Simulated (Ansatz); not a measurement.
Born–Oppenheimer molecular dynamics of AlFH₄SiTe (8 atoms, charge 0, multiplicity 1). It starts at the highest image of a converged band, a first-order saddle point between two minima.

Theory: RKS PBE-D4/def2-SVP in Ansatz 0.2.0.

| Item | Value |
| --- | --- |
| ensemble | NVE (velocity Verlet) |
| time step | 0.5 fs |
| steps asked | 200 |
| starting velocities drawn for | 100 K |
| seed | 11063 |

First frame:

```xyz
8
Properties=species:S:1:pos:R:3
F -1.579 0.074 2.263
Al -0.924 0.081 0.713
Si 1.206 0.851 -0.108
Te -0.838 -1.863 -0.968
H -1.109 1.319 -0.372
H 1.282 2.285 -0.596
H 2.105 0.107 -1.077
H -0.049 -2.911 0.089
```

Task: How far do the bonds stretch over the last three quarters of this one trajectory? (Pairs bonded in most of those frames.)

Result: 
| bond | mean (Å) | spread (Å) | shortest | longest |
| --- | --- | --- | --- | --- |
| F1–Al2 | 1.687 | 0.022 | 1.66 | 1.72 |
| Al2–Si3 | 2.432 | 0.121 | 2.31 | 2.62 |
| Al2–Te4 | 2.555 | 0.029 | 2.52 | 2.60 |
| Si3–H5 | 1.564 | 0.084 | 1.42 | 1.79 |
| Si3–H6 | 1.516 | 0.007 | 1.50 | 1.53 |
| Si3–H7 | 1.514 | 0.022 | 1.48 | 1.56 |
| Te4–H8 | 1.696 | 0.008 | 1.68 | 1.71 |

Mean temperature of the second half: 1181 K. The conserved energy stayed within 0.082 meV per atom of its start (net change 0.015 meV per atom), so the integration is sound. The system heated up, since it started high on the potential surface and ran downhill. A run of 0.1 ps of so small a system gives no equilibrium averages. The orbitals stay closed-shell, which can raise the energy where a bond breaks towards radicals; this wasn't checked here.

The run took 3 min on 2 threads of Intel(R) Xeon(R) 6975P-C (Granite Rapids), on a shared host, peak memory 0.15 GiB.
